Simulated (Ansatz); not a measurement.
Cost and result for the atomization energy of `[BH2][Al]([CH2]F)[O]C` (13 atoms, 12 bonds).

```xyz
13

B     1.0787    1.7703   -1.7745
Al    0.3690    0.3143   -0.4001
C     1.4298   -1.2630    0.1969
F     0.7082   -2.0534    1.1038
O    -1.1883    0.5398    0.1988
C    -2.0792   -0.0895    1.0742
H     1.6688    2.7559   -1.4296
H     0.9295    1.6698   -2.9605
H     1.7217   -1.9097   -0.6414
H     2.3673   -0.9721    0.6894
H    -2.9982   -0.3581    0.5427
H    -2.3508    0.5939    1.8857
H    -1.6564   -0.9983    1.5145
```

Charge 0, multiplicity 1. The geometry is a stationary point of PBE0-D4/def2-TZVP. It is one conformer, not always the lowest. Program: Ansatz. All runs use 4 threads of an Arm Neoverse V1 on a shared host. Times are those of one run each, without the atoms' runs, and a repeat can differ threefold. Electronic energies, without spin–orbit coupling; frozen cores. CCSD(T)/CBS adds CCSD(T) − MP2 in def2-TZVPP to the MP2 limit, and its time is that of the two runs behind it. T1 = 0.012. B3LYP takes the VWN-RPA correlation (the form of Gaussian; ORCA's B3LYP/G).

CCSD(T)/CBS is a level of theory with its own doubt, some kJ/mol a heavy atom from the limit and from the frozen cores, so smaller differences don't rank the functionals.

```tsv
level	functions	wall time	atomization (kcal/mol)	difference from CCSD(T)/CBS	per bond
PBE-D4/def2-TZVPP (with forces)	295	3.3 s	1131.5	20.1	1.7
PBE0-D4/def2-TZVPP	295	3.9 s	1111.5	0.1	0.0
r2SCAN-D4/def2-TZVPP (with forces)	295	6 s	1116.9	5.5	0.5
B3LYP-D4/def2-TZVPP (with forces)	295	6.5 s	1113.1	1.7	0.1
B2PLYP/def2-TZVPP	295	7.5 s	1101.9	-9.5	-0.8
ωB97X-V/def2-TZVPP	295	10 s	1116.0	4.6	0.4
ωB97M-V/def2-TZVPP (with forces)	295	15 s	1115.5	4.1	0.3
MP2/def2-QZVPP	565	33 s	1120.0	8.6	0.7
CCSD(T)/def2-TZVPP	295	18 min	1083.7	-27.7	-2.3
CCSD(T)/CBS(def2)	–	18 min	1111.4	0.0	0.0
```

The D4 term adds +8.2 kcal/mol with B3LYP and +4.4 kcal/mol with PBE0; it sums over pairs of atoms, weighted by their polarisabilities, and B3LYP, whose exchange is more repulsive, gets the larger term. From PBE to PBE0 (25 % exact exchange), in def2-TZVPP and without D4, the atomization energy moves by −19.3 kcal/mol: exact exchange takes away binding that semilocal exchange gives to molecules. In def2-TZVPP, CCSD(T) changes the Hartree–Fock value by +261.2 kcal/mol (the triples alone add +14.6 kcal/mol) and MP2 by +281.0 kcal/mol; breaking electron pairs costs correlation energy, which Hartree–Fock lacks.
